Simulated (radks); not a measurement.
Removal energies from the calcium ion Ca11+, [He] 2s2 2p5, by Delta-SCF beside the eigenvalue of the level emptied. Calculated with a radial shooting solver on a logarithmic mesh with Libxc functionals: scalar-relativistic Kohn-Sham, r2SCAN, spin-polarised, spherical densities, finite nucleus; meta-GGA in the generalised Kohn-Sham scheme; Fermi nuclear charge, rms radius of each element as measured or else 0.836 A^(1/3) + 0.57 fm. Open shells are filled with parallel spins first.

removed from,final configuration,Delta-SCF (eV),-eigenvalue (eV)
2p,[He] 2s2 2p4,660.09,627.84
2s,[He] 2s1 2p5,733.69,705.18
1s,1s1 2s2 2p5,4394.0,4296.1
